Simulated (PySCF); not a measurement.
C4H9S2 (SMILES CC(C)(C)S[S]), doublet, at a GFN2-xTB geometry; DF-PBE/cc-pVDZ (PySCF).

Here is a job for PySCF.
```python
from pyscf import gto, scf, dft

mol = gto.M(
    atom='''
C    -1.267847   -1.331453    0.191539
C    -0.826848   -0.057782   -0.509225
C    -0.102732   -0.355773   -1.811012
C    -1.982705    0.908874   -0.710749
S     0.371495    0.847911    0.629260
S     1.866604   -0.358559    0.911323
H    -0.409949   -1.967441    0.403959
H    -1.771054   -1.102164    1.128898
H    -1.955702   -1.885214   -0.444731
H     0.219897    0.565079   -2.293063
H    -0.765675   -0.888673   -2.490098
H     0.772257   -0.977449   -1.627967
H    -2.453755    1.148684    0.240002
H    -1.635630    1.833790   -1.166155
H    -2.729192    0.460552   -1.363497
''',
    basis='cc-pvdz',
    charge=0,
    spin=1,
    verbose=4,
)

mf = dft.UKS(mol)
mf.xc = 'pbe'
mf.DIIS = scf.EDIIS
mf = mf.density_fit(auxbasis='def2-universal-jkfit')
mf.kernel()
mf.analyze()
```

### Question
What does PySCF print? Leave out banner, timings and long lists.

### Answer

```
PySCF version 2.14.0

[INPUT] verbose = 4
[INPUT] num. atoms = 15
[INPUT] num. electrons = 65
[INPUT] charge = 0
[INPUT] spin (= nelec alpha-beta = 2S) = 1
[INPUT] symmetry False subgroup None
[INPUT] Mole.unit = angstrom
[INPUT] Symbol           X                Y                Z      unit          X                Y                Z       unit  Magmom
[...]
nuclear repulsion = 380.822292842007
number of shells = 57
number of NR pGTOs = 249
number of NR cGTOs = 137
basis = cc-pvdz
ecp = {}

******** <class 'pyscf.df.df_jk.DFUKS'> ********
method = DFUKS
initial guess = minao
damping factor = 0
level_shift factor = 0
DIIS = <class 'pyscf.scf.diis.EDIIS'>
diis_start_cycle = 1
diis_space = 8
diis_damp = 0
SCF conv_tol = 1e-09
SCF conv_tol_grad = None
SCF max_cycles = 50
direct_scf = False
number electrons alpha = 33  beta = 32
XC library pyscf.dft.libxc version 7.1.2
    S. Lehtola, C. Steigemann, M. J. T. Oliveira, and M. A. L. Marques,  SoftwareX 7, 1–5 (2018)
XC functionals = pbe
    J. P. Perdew, K. Burke, and M. Ernzerhof,  Phys. Rev. Lett. 77, 3865 (1996)
    J. P. Perdew, K. Burke, and M. Ernzerhof,  Phys. Rev. Lett. 78, 1396 (1997)
    J. P. Perdew, K. Burke, and M. Ernzerhof,  Phys. Rev. Lett. 77, 3865 (1996)
    J. P. Perdew, K. Burke, and M. Ernzerhof,  Phys. Rev. Lett. 78, 1396 (1997)
radial grids:
    Treutler-Ahlrichs [JCP 102, 346 (1995); DOI:10.1063/1.469408] (M4) radial grids

becke partition: Becke, JCP 88, 2547 (1988); DOI:10.1063/1.454033
pruning grids: <function nwchem_prune>
grids dens level: 3
symmetrized grids: False
atomic radii adjust function: <function treutler_atomic_radii_adjust>
small_rho_cutoff = 0
Set gradient conv threshold to 3.16228e-05
tot grids = 182504
init E= -954.021213207582

cycle= 1 E= -953.577383734931  delta_E= 0.444  |g|= 0.386  |ddm|= 2.57
cycle= 2 E= -953.446401211287  delta_E= 0.131  |g|= 0.614  |ddm|= 0.967
cycle= 3 E= -953.632856090581  delta_E= -0.186  |g|= 0.216  |ddm|= 0.782
cycle= 4 E= -953.632856084791  delta_E= 5.79e-09  |g|= 0.216  |ddm|= 2.37e-08
cycle= 5 E= -953.6328560893  delta_E= -4.51e-09  |g|= 0.216  |ddm|= 1.85e-08
cycle= 6 E= -953.632856088202  delta_E= 1.1e-09  |g|= 0.216  |ddm|= 4.52e-09
cycle= 7 E= -953.632856086216  delta_E= 1.99e-09  |g|= 0.216  |ddm|= 8.15e-09
cycle= 8 E= -953.632856092345  delta_E= -6.13e-09  |g|= 0.216  |ddm|= 2.51e-08
cycle= 9 E= -953.63285607554  delta_E= 1.68e-08  |g|= 0.216  |ddm|= 6.89e-08
cycle= 10 E= -953.625731502499  delta_E= 0.00712  |g|= 0.268  |ddm|= 0.284
cycle= 11 E= -953.578017618139  delta_E= 0.0477  |g|= 0.378  |ddm|= 0.541
cycle= 12 E= -953.657079201635  delta_E= -0.0791  |g|= 0.103  |ddm|= 0.471
cycle= 13 E= -953.657079195656  delta_E= 5.98e-09  |g|= 0.103  |ddm|= 1.02e-07
cycle= 14 E= -953.65707919467  delta_E= 9.86e-10  |g|= 0.103  |ddm|= 2.47e-08
cycle= 15 E= -953.65707919463  delta_E= 3.96e-11  |g|= 0.103  |ddm|= 7.09e-08
cycle= 16 E= -953.657079196559  delta_E= -1.93e-09  |g|= 0.103  |ddm|= 3.3e-08
cycle= 17 E= -953.657079198845  delta_E= -2.29e-09  |g|= 0.103  |ddm|= 6.5e-08
cycle= 18 E= -953.590224857044  delta_E= 0.0669  |g|= 0.325  |ddm|= 0.316
cycle= 19 E= -953.613518847572  delta_E= -0.0233  |g|= 0.29  |ddm|= 0.609
cycle= 20 E= -953.59969321857  delta_E= 0.0138  |g|= 0.325  |ddm|= 0.506
cycle= 21 E= -953.658669103181  delta_E= -0.059  |g|= 0.0841  |ddm|= 0.327
cycle= 22 E= -953.658669102394  delta_E= 7.86e-10  |g|= 0.0841  |ddm|= 1.48e-08
cycle= 23 E= -953.658669102373  delta_E= 2.16e-11  |g|= 0.0841  |ddm|= 1.49e-08
cycle= 24 E= -953.658669103282  delta_E= -9.1e-10  |g|= 0.0841  |ddm|= 1.07e-08
cycle= 25 E= -953.658669103198  delta_E= 8.41e-11  |g|= 0.0841  |ddm|= 9.72e-10
cycle= 26 E= -953.658669103559  delta_E= -3.61e-10  |g|= 0.0841  |ddm|= 1.07e-08
cycle= 27 E= -953.492941292143  delta_E= 0.166  |g|= 0.49  |ddm|= 0.65
cycle= 28 E= -953.515734165685  delta_E= -0.0228  |g|= 0.481  |ddm|=  1.1
cycle= 29 E= -953.5838868761  delta_E= -0.0682  |g|= 0.37  |ddm|= 0.828
cycle= 30 E= -953.635795203644  delta_E= -0.0519  |g|= 0.217  |ddm|= 0.16
cycle= 31 E= -953.635795200103  delta_E= 3.54e-09  |g|= 0.217  |ddm|= 6.9e-08
cycle= 32 E= -953.635795230265  delta_E= -3.02e-08  |g|= 0.217  |ddm|= 2.54e-07
cycle= 33 E= -953.63579520836  delta_E= 2.19e-08  |g|= 0.217  |ddm|= 1.6e-07
cycle= 34 E= -953.6357951665  delta_E= 4.19e-08  |g|= 0.217  |ddm|= 3.7e-07
cycle= 35 E= -953.635795204821  delta_E= -3.83e-08  |g|= 0.217  |ddm|= 3.75e-07
cycle= 36 E= -953.354815455997  delta_E= 0.281  |g|= 0.653  |ddm|= 0.878
cycle= 37 E= -953.26301703307  delta_E= 0.0918  |g|= 0.793  |ddm|= 1.69
cycle= 38 E= -953.497289059001  delta_E= -0.234  |g|= 0.538  |ddm|= 1.51
cycle= 39 E= -953.590490282123  delta_E= -0.0932  |g|= 0.359  |ddm|= 0.195
cycle= 40 E= -953.590490280299  delta_E= 1.82e-09  |g|= 0.359  |ddm|= 6.7e-09
cycle= 41 E= -953.590490283648  delta_E= -3.35e-09  |g|= 0.359  |ddm|= 1.16e-08
cycle= 42 E= -953.590490281644  delta_E= 2e-09  |g|= 0.359  |ddm|= 5.29e-09
cycle= 43 E= -953.590490282236  delta_E= -5.92e-10  |g|= 0.359  |ddm|= 3.61e-09
cycle= 44 E= -953.59049028228  delta_E= -4.41e-11  |g|= 0.359  |ddm|= 5.55e-09
cycle= 45 E= -953.212523449066  delta_E= 0.378  |g|= 0.785  |ddm|=    1
cycle= 46 E= -952.423375763289  delta_E= 0.789  |g|= 1.38  |ddm|= 2.63
cycle= 47 E= -952.858077094421  delta_E= -0.435  |g|= 1.11  |ddm|= 2.83
cycle= 48 E= -953.404328743313  delta_E= -0.546  |g|= 0.604  |ddm|= 1.23
cycle= 49 E= -953.404328706868  delta_E= 3.64e-08  |g|= 0.604  |ddm|= 6.22e-08
cycle= 50 E= -953.404328713958  delta_E= -7.09e-09  |g|= 0.604  |ddm|= 2.28e-08
SCF not converged.
SCF energy = -953.404328713958 after 50 cycles  <S^2> = 0.75097599  2S+1 = 2.0009757
**** SCF Summaries ****
Total Energy =                        -953.404328713958080
Nuclear Repulsion Energy =             380.822292842006959
One-electron Energy =                -2065.790689018407647
Two-electron Energy =                  731.564067462442608
Two-electron Coulomb Energy =          807.496402230182184
[...]
spin_pop of  1 C 2px      -0.00180
spin_pop of  1 C 2py      -0.00264
spin_pop of  1 C 2pz      -0.00180
spin_pop of  1 C 3px       0.00008
spin_pop of  1 C 3py       0.00006
spin_pop of  1 C 3pz       0.00023
spin_pop of  1 C 3dxy      0.00018
spin_pop of  1 C 3dyz      0.00006
spin_pop of  1 C 3dz^2     0.00056
spin_pop of  1 C 3dxz      0.00003
spin_pop of  1 C 3dx2-y2    0.00001
spin_pop of  2 C 1s       -0.00000
spin_pop of  2 C 2s        0.00349
spin_pop of  2 C 3s        0.00001
spin_pop of  2 C 2px       0.00314
spin_pop of  2 C 2py       0.00325
spin_pop of  2 C 2pz       0.00400
spin_pop of  2 C 3px       0.00021
spin_pop of  2 C 3py       0.00003
spin_pop of  2 C 3pz       0.00013
spin_pop of  2 C 3dxy      0.00000
spin_pop of  2 C 3dyz      0.00006
spin_pop of  2 C 3dz^2     0.00001
spin_pop of  2 C 3dxz      0.00007
spin_pop of  2 C 3dx2-y2    0.00002
spin_pop of  3 C 1s       -0.00000
spin_pop of  3 C 2s       -0.00039
spin_pop of  3 C 3s        0.00000
spin_pop of  3 C 2px      -0.00046
spin_pop of  3 C 2py      -0.00036
spin_pop of  3 C 2pz       0.00076
spin_pop of  3 C 3px       0.00000
spin_pop of  3 C 3py       0.00001
spin_pop of  3 C 3pz       0.00003
spin_pop of  3 C 3dxy      0.00000
spin_pop of  3 C 3dyz     -0.00000
spin_pop of  3 C 3dz^2     0.00002
spin_pop of  3 C 3dxz     -0.00000
spin_pop of  3 C 3dx2-y2   -0.00000
spin_pop of  4 S 1s        0.00000
spin_pop of  4 S 2s       -0.00000
spin_pop of  4 S 3s        0.00536
spin_pop of  4 S 4s        0.00013
spin_pop of  4 S 2px       0.00002
spin_pop of  4 S 2py       0.00002
spin_pop of  4 S 2pz       0.00008
spin_pop of  4 S 3px       0.16530
spin_pop of  4 S 3py       0.11117
spin_pop of  4 S 3pz       0.48940
spin_pop of  4 S 4px       0.00071
spin_pop of  4 S 4py       0.00052
spin_pop of  4 S 4pz       0.00234
spin_pop of  4 S 3dxy     -0.00006
spin_pop of  4 S 3dyz      0.00009
spin_pop of  4 S 3dz^2     0.00018
spin_pop of  4 S 3dxz     -0.00012
spin_pop of  4 S 3dx2-y2   -0.00018
spin_pop of  5 S 1s        0.00000
spin_pop of  5 S 2s       -0.00000
spin_pop of  5 S 3s        0.00399
spin_pop of  5 S 4s       -0.00002
spin_pop of  5 S 2px       0.00000
spin_pop of  5 S 2py       0.00000
spin_pop of  5 S 2pz       0.00001
spin_pop of  5 S 3px       0.04125
spin_pop of  5 S 3py       0.02934
spin_pop of  5 S 3pz       0.12029
spin_pop of  5 S 4px       0.00011
spin_pop of  5 S 4py       0.00009
spin_pop of  5 S 4pz       0.00039
spin_pop of  5 S 3dxy     -0.00011
spin_pop of  5 S 3dyz      0.00193
spin_pop of  5 S 3dz^2     0.00007
spin_pop of  5 S 3dxz      0.00165
spin_pop of  5 S 3dx2-y2    0.00213
spin_pop of  6 H 1s       -0.00128
spin_pop of  6 H 2s       -0.00004
spin_pop of  6 H 2px      -0.00001
spin_pop of  6 H 2py      -0.00000
spin_pop of  6 H 2pz      -0.00000
spin_pop of  7 H 1s       -0.00118
spin_pop of  7 H 2s        0.00044
spin_pop of  7 H 2px       0.00000
spin_pop of  7 H 2py       0.00001
spin_pop of  7 H 2pz       0.00000
spin_pop of  8 H 1s        0.00260
spin_pop of  8 H 2s        0.00009
spin_pop of  8 H 2px       0.00000
spin_pop of  8 H 2py      -0.00000
spin_pop of  8 H 2pz       0.00001
spin_pop of  9 H 1s       -0.00118
spin_pop of  9 H 2s        0.00044
spin_pop of  9 H 2px       0.00000
spin_pop of  9 H 2py       0.00002
spin_pop of  9 H 2pz      -0.00000
spin_pop of  10 H 1s        0.00260
spin_pop of  10 H 2s        0.00009
spin_pop of  10 H 2px       0.00002
spin_pop of  10 H 2py      -0.00000
spin_pop of  10 H 2pz      -0.00001
spin_pop of  11 H 1s       -0.00128
spin_pop of  11 H 2s       -0.00004
spin_pop of  11 H 2px      -0.00001
spin_pop of  11 H 2py       0.00000
spin_pop of  11 H 2pz      -0.00000
spin_pop of  12 H 1s        0.00027
spin_pop of  12 H 2s        0.00018
spin_pop of  12 H 2px       0.00002
spin_pop of  12 H 2py      -0.00000
spin_pop of  12 H 2pz       0.00001
spin_pop of  13 H 1s        0.00027
spin_pop of  13 H 2s        0.00018
spin_pop of  13 H 2px       0.00002
spin_pop of  13 H 2py      -0.00000
spin_pop of  13 H 2pz       0.00001
spin_pop of  14 H 1s       -0.00069
spin_pop of  14 H 2s       -0.00001
spin_pop of  14 H 2px       0.00000
spin_pop of  14 H 2py       0.00000
spin_pop of  14 H 2pz       0.00001
 ** Mulliken Spin Density (per atom)  **
spin density of  0 C =      0.01442
spin density of  1 C =     -0.00610
spin density of  2 C =      0.01442
spin density of  3 C =     -0.00039
spin density of  4 S =      0.77495
spin density of  5 S =      0.20113
spin density of  6 H =     -0.00134
spin density of  7 H =     -0.00071
spin density of  8 H =      0.00269
spin density of  9 H =     -0.00071
spin density of  10 H =      0.00269
spin density of  11 H =     -0.00134
spin density of  12 H =      0.00048
spin density of  13 H =      0.00048
spin density of  14 H =     -0.00069
 ** Mulliken pop alpha/beta on meta-lowdin orthogonal AOs **
 ** Mulliken pop       alpha | beta **
In total            33.00000 | 32.00000
 ** Mulliken atomic charges   ( Nelec_alpha | Nelec_beta ) **
charge of  0C =     -0.41271  (     3.21356      3.19914 )
charge of  1C =      0.07463  (     2.95964      2.96574 )
charge of  2C =     -0.41273  (     3.21357      3.19915 )
charge of  3C =     -0.30002  (     3.14982      3.15021 )
charge of  4S =      1.00082  (     7.88707      7.11212 )
charge of  5S =     -0.96808  (     8.58460      8.38348 )
charge of  6H =      0.11353  (     0.44256      0.44390 )
charge of  7H =      0.13497  (     0.43216      0.43287 )
charge of  8H =      0.10518  (     0.44876      0.44606 )
charge of  9H =      0.13496  (     0.43216      0.43288 )
charge of  10H =      0.10518  (     0.44876      0.44606 )
charge of  11H =      0.11356  (     0.44255      0.44389 )
charge of  12H =      0.11232  (     0.44408      0.44360 )
charge of  13H =      0.11234  (     0.44407      0.44359 )
charge of  14H =      0.08605  (     0.45663      0.45732 )
Dipole moment(X, Y, Z, Debye): -7.86386,  6.67367, -1.32388
```

The run did not converge; its last values are not results.
